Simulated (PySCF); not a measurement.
A GIAO shielding run with PySCF 2.14.0 with density-fitted response routines (density fitting, non-relativistic, gas phase) on SMILES C=C1C=C/C1=C/S[SiH2]OC, C₇H₁₀OSSi:

```
$ OMP_NUM_THREADS=1 python probes_run.py task.json out

{"job": {"kind": "nmr", "xc": "PBE0", "basis": "pcSseg-1"}, "charge": 0, "multiplicity": 1}
C     -2.348947    -2.329384    -0.515283
C     -2.400650    -1.104448    -0.024568
C     -3.353607    -0.287924     0.750965
C     -2.529682     0.784753     0.749290
C     -1.494903     0.083042    -0.022238
C     -0.294571     0.394760    -0.495305
S      0.715461    -0.725773    -1.403294
Si     2.451657     0.521351    -1.734308
O      2.815457     1.331612    -0.385023
C      3.027770     0.876050     0.922161
H     -3.158954    -3.026817    -0.379344
H     -1.490709    -2.667733    -1.069393
H     -4.328786    -0.488009     1.152626
H     -2.584212     1.780561     1.148303
H      0.129887     1.375528    -0.339093
H      3.444034    -0.445931    -2.171190
H      2.140494     1.640738    -2.599686
H      2.264494     0.150304     1.214028
H      2.979296     1.738317     1.587813
H      4.011325     0.409683     1.006877
```

Hardware: 1 thread of an Arm Neoverse N1, shared host. The job also computes population analyses, field gradients, ring-centre shieldings.

(1) How large is the calculation?

(2) How long does it take, and how much memory does it need?

Answers

(1) 90 electrons, 234 basis functions and 1256 auxiliary functions.

(2) 93 s of wall time, with 15 SCF cycles and 5 response iterations; peak memory 1.1 GiB. Times on a shared host scatter by some tens of per cent.
